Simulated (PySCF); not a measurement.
B(All)(Me)2, SMILES C=CCB(C)C (GFN2-xTB optimised geometry):

```
17

B     -0.739     0.283     0.000
C      0.850     0.283     0.000
C      1.503    -1.059    -0.030
C      2.172    -1.550    -1.057
H      1.187     0.818     0.894
H      1.201     0.875    -0.850
H      1.384    -1.653     0.868
H      2.307    -0.986    -1.966
H      2.612    -2.533    -1.040
C     -1.505     1.661     0.000
H     -0.864     2.533     0.112
H     -2.258     1.696     0.786
H     -2.052     1.778    -0.935
C     -1.542    -1.072    -0.004
H     -1.411    -1.580     0.952
H     -1.160    -1.760    -0.756
H     -2.612    -0.955    -0.162
```

Calculation: B3LYP/def2-SVP in PySCF.

### Question
What are the frontier orbital energies and the dipole moment?

### Answer
HOMO-2 -8.64 eV, HOMO-1 -8.28 eV, HOMO -6.72 eV, LUMO -0.46 eV, LUMO+1 0.69 eV; dipole moment 0.62 D.

On the same geometry PBE/def2-SVP (PySCF) gives HOMO-2 -7.47 eV, HOMO-1 -7.08 eV, HOMO -5.79 eV, LUMO -1.28 eV, LUMO+1 -0.16 eV; dipole moment 0.67 D.

Meta-Löwdin charges at B3LYP/def2-SVP: B1 0.29, C2 -0.29, C3 -0.06, C4 -0.25, H5 0.11, H6 0.11, H7 0.09, H8 0.09, H9 0.10, C10 -0.41, H11 0.09, H12 0.11, H13 0.12, C14 -0.41, H15 0.12, H16 0.11, H17 0.09.
